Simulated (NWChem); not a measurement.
System: Ge2H6O; SMILES [GeH3][O][GeH3]

NWChem input:

```
start job
memory heap 200 mb stack 900 mb global 1100 mb
geometry units angstroms noautoz
  Ge     0.009456     1.587756    -0.052276
  O     -0.833169    -0.000144    -0.005612
  Ge     0.009309    -1.587780     0.051482
  H     -1.112855     2.646595    -0.099125
  H      0.882973     1.758868     1.219673
  H      0.906737     1.671761    -1.316417
  H      0.906218    -1.754410    -1.204693
  H     -1.113107    -2.647294     0.074374
  H      0.883170    -1.675406     1.331668
end
basis spherical
  * library 6-31g*
end
dft
  xc b3lyp
  iterations 150
  mulliken
end
task dft energy
```

Output (shortened):

```
             Northwest Computational Chemistry Package (NWChem) 7.3.0
             --------------------------------------------------------

 CS  symmetry detected

                             Geometry "geometry" -> ""
                             -------------------------

 Output coordinates in angstroms (scale by  1.889725989 to convert to a.u.)

  No.       Tag          Charge          X              Y              Z
 ---- ---------------- ---------- -------------- -------------- --------------
    1 Ge                  32.0000     0.06979072    -0.00000173     1.58861533
    2 O                    8.0000    -0.77277693     0.00004472     0.00000000
    3 Ge                  32.0000     0.06979072    -0.00000173    -1.58861533
    4 H                    1.0000    -1.05262573    -0.00497395     2.64836565
    5 H                    1.0000     0.95143771     1.27126606     1.71804981
    6 H                    1.0000     0.95899261    -1.26641570     1.71399607
    7 H                    1.0000     0.95899261    -1.26641570    -1.71399607
    8 H                    1.0000    -1.05262573    -0.00497395    -2.64836565
    9 H                    1.0000     0.95143771     1.27126606    -1.71804981

 Effective nuclear repulsion energy (a.u.)     424.7542174591

      Symmetry information
      --------------------

 Group name             Cs
 Group number              2
 Group order               2
 No. of unique centers     5

                                 NWChem DFT Module
                                 -----------------

 Summary of "ao basis" -> "ao basis" (spherical)
 ------------------------------------------------------------------------------
       Tag                 Description            Shells   Functions and Types
 ---------------- ------------------------------  ------  ---------------------
 Ge                          6-31g*                 12       32   5s4p3d
 O                           6-31g*                  6       14   3s2p1d
 H                           6-31g*                  2        2   2s

      Symmetry analysis of basis
      --------------------------

        a'         48
        a"         42

            General Information
            -------------------
          SCF calculation type: DFT
          Wavefunction type:  closed shell.
          No. of atoms     :     9
          No. of electrons :    78
           Alpha electrons :    39
            Beta electrons :    39
          Charge           :     0
          Spin multiplicity:     1
          Use of symmetry is: on ; symmetry adaption is: on
          Maximum number of iterations: 150
          AO basis - number of functions:    90
                     number of shells:    42
          Convergence on energy requested:  1.00D-06
          Convergence on density requested:  1.00D-05
          Convergence on gradient requested:  5.00D-04

              XC Information
              --------------
                         B3LYP Method XC Potential
                     Hartree-Fock (Exact) Exchange  0.200
                        Slater Exchange Functional  0.800 local
                    Becke 1988 Exchange Functional  0.720 non-local
              Lee-Yang-Parr Correlation Functional  0.810
                  VWN I RPA Correlation Functional  0.190 local

             Grid Information
             ----------------
          Grid used for XC integration:  medium
          Radial quadrature: Mura-Knowles
          Angular quadrature: Lebedev.
          Tag              B.-S. Rad. Rad. Pts. Rad. Cut. Ang. Pts.
          ---              ---------- --------- --------- ---------
          Ge                  1.25      112          11.0       590
          O                   0.60       49           8.0       434
          H                   0.35       45          12.0       434
          Grid pruning is: on
          Number of quadrature shells:   296
          Spatial weights used:  Erf1

      Superposition of Atomic Density Guess
      -------------------------------------

 Sum of atomic energies:       -4227.78662041

      Non-variational initial energy
      ------------------------------

 Total energy =   -4228.549441
 1-e energy   =   -6741.531452
 2-e energy   =    2088.227794
 HOMO         =      -0.375260
 LUMO         =      -0.001258

      Symmetry analysis of molecular orbitals - initial
      -------------------------------------------------

  Numbering of irreducible representations:

     1 a'          2 a"

  Orbital symmetries:

     1 a"          2 a'          3 a"          4 a'          5 a"
     6 a'          7 a'          8 a"          9 a"         10 a'
    11 a'         12 a"         13 a'         14 a'         15 a"
    16 a'         17 a'         18 a"         19 a"         20 a'
    21 a"         22 a'         23 a'         24 a"         25 a"
    26 a'         27 a'         28 a"         29 a"         30 a'
    31 a"         32 a'         33 a"         34 a'         35 a'
    36 a"         37 a"         38 a'         39 a'         40 a'
    41 a"         42 a'         43 a"         44 a'         45 a"
    46 a'         47 a"         48 a'         49 a'

     ---------------------------------------------
      Total Density - Mulliken Population Analysis
     ---------------------------------------------

    Atom       Charge   Shell Charges
 -----------   ------   -------------------------------------------------------
    1 Ge  32    31.43   2.00  2.00  6.00  2.00  5.99  1.14  1.66  0.14  0.35  6.88  2.97  0.30
    2 O    8     9.11   2.00  0.94  3.15  0.93  2.09  0.01
    3 Ge  32    31.43   2.00  2.00  6.00  2.00  5.99  1.14  1.66  0.14  0.35  6.88  2.97  0.30
    4 H    1     1.00   0.45  0.55
    5 H    1     1.01   0.45  0.56
    6 H    1     1.01   0.45  0.56
    7 H    1     1.01   0.45  0.56
    8 H    1     1.00   0.45  0.55
    9 H    1     1.01   0.45  0.56

   convergence    iter        energy       DeltaE   RMS-Dens  Diis-err
 ---------------- ----- ----------------- --------- --------- ---------
 d= 0,ls=0.0,diis     1  -4232.2738882478 -4.66D+03  1.85D-02  6.87D-01
 d= 0,ls=0.0,diis     2  -4232.0590481464  2.15D-01  1.18D-02  2.87D+00
 d= 0,ls=0.0,diis     3  -4232.3592276241 -3.00D-01  1.50D-03  2.79D-02
 d= 0,ls=0.0,diis     4  -4232.3617381374 -2.51D-03  2.95D-04  1.51D-03
 d= 0,ls=0.0,diis     5  -4232.3618611622 -1.23D-04  5.12D-05  3.50D-05
  Resetting Diis
 d= 0,ls=0.0,diis     6  -4232.3618635635 -2.40D-06  1.73D-05  3.85D-06
 d= 0,ls=0.0,diis     7  -4232.3618638424 -2.79D-07  7.60D-06  1.59D-07

         Total DFT energy =    -4232.361863842426
      One electron energy =    -6742.384447961434
           Coulomb energy =     2254.226740773458
    Exchange-Corr. energy =     -168.958374113573
 Nuclear repulsion energy =      424.754217459122

 Numeric. integr. density =       78.000048532531

                  Occupations of the irreducible representations
                  ----------------------------------------------

                     irrep           alpha         beta
                     --------     --------     --------
                     a'               21.0         21.0
                     a"               18.0         18.0

                       DFT Final Molecular Orbital Analysis
                       ------------------------------------

 Vector   37  Occ=2.000000D+00  E=-3.384105D-01  Symmetry=a"
              MO Center= -4.5D-01, -7.8D-03, -2.1D-14, r^2= 6.5D+00
   Bfn.  Coefficient  Atom+Function         Bfn.  Coefficient  Atom+Function
  ----- ------------  ---------------      ----- ------------  ---------------
    11      0.230425  1 Ge px                13     -0.229864  1 Ge pz
    57     -0.230425  3 Ge px                59     -0.229864  3 Ge pz
    79     -0.212671  4 H  s                 87      0.212671  8 H  s
    80     -0.210095  4 H  s                 88      0.210095  8 H  s
    37      0.166980  2 O  pz                41      0.104230  2 O  pz

 Vector   38  Occ=2.000000D+00  E=-3.018290D-01  Symmetry=a'
              MO Center= -3.8D-01, -2.6D-03,  1.5D-13, r^2= 3.6D+00
   Bfn.  Coefficient  Atom+Function         Bfn.  Coefficient  Atom+Function
  ----- ------------  ---------------      ----- ------------  ---------------
    35      0.473135  2 O  px                39      0.342437  2 O  px
    11     -0.194445  1 Ge px                57     -0.194445  3 Ge px
    80      0.155939  4 H  s                 88      0.155939  8 H  s
    38     -0.142134  2 O  s                 79      0.111916  4 H  s
    87      0.111916  8 H  s                 84     -0.107613  6 H  s

 Vector   39  Occ=2.000000D+00  E=-2.821909D-01  Symmetry=a'
              MO Center= -1.9D-01,  2.6D-03,  7.7D-14, r^2= 2.9D+00
   Bfn.  Coefficient  Atom+Function         Bfn.  Coefficient  Atom+Function
  ----- ------------  ---------------      ----- ------------  ---------------
    36      0.527731  2 O  py                40      0.402807  2 O  py
    82     -0.179325  5 H  s                 84      0.178587  6 H  s
    86      0.178587  7 H  s                 90     -0.179325  9 H  s
    81     -0.114088  5 H  s                 89     -0.114088  9 H  s
    83      0.113483  6 H  s                 85      0.113483  7 H  s

 Vector   40  Occ=0.000000D+00  E=-1.471537D-02  Symmetry=a'
              MO Center=  4.5D-02,  2.5D-04, -2.3D-13, r^2= 6.6D+00
   Bfn.  Coefficient  Atom+Function         Bfn.  Coefficient  Atom+Function
  ----- ------------  ---------------      ----- ------------  ---------------
    38      0.625318  2 O  s                 17      0.475746  1 Ge pz
    63     -0.475746  3 Ge pz                13      0.268070  1 Ge pz
    59     -0.268070  3 Ge pz                10      0.242079  1 Ge s
    56      0.242079  3 Ge s                 15      0.194789  1 Ge px
    61      0.194789  3 Ge px                35      0.185995  2 O  px

[...]
```

Level: B3LYP/6-31G* (spherical d). Structure relaxed at the B3LYP/6-31G* (spherical d) level.
